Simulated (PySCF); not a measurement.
SMILES CC([SiH2][SiH2]B(O)O)=O (GFN2-xTB optimised geometry):

```
17

C      3.397    -0.609     0.000
C      1.898    -0.609     0.000
O      1.265    -1.653     0.009
Si     0.942     1.065     0.000
Si    -0.932     0.733     1.341
B     -1.976    -0.874     0.833
O     -3.314    -0.806     1.034
O     -1.477    -2.009     0.305
H      3.746    -0.052    -0.866
H      3.742    -0.085     0.889
H      3.800    -1.620    -0.017
H      0.699     1.260    -1.439
H      1.973     2.062     0.319
H     -1.680     2.003     1.323
H     -0.402     0.683     2.724
H     -3.800    -1.596     0.784
H     -0.522    -2.062     0.149
```

Computed with PBE0/def2-SVP (PySCF).

Q: What are the frontier orbital energies and the dipole moment?

A: HOMO-2 -8.71 eV, HOMO-1 -8.15 eV, HOMO -7.14 eV, LUMO -1.34 eV, LUMO+1 -0.15 eV; dipole moment 2.14 D.

Meta-Löwdin charges at PBE0/def2-SVP: C1 -0.34, C2 0.21, O3 -0.40, Si4 0.29, Si5 0.20, B6 0.25, O7 -0.48, O8 -0.48, H9 0.13, H10 0.13, H11 0.12, H12 -0.07, H13 -0.08, H14 -0.07, H15 -0.07, H16 0.33, H17 0.34.
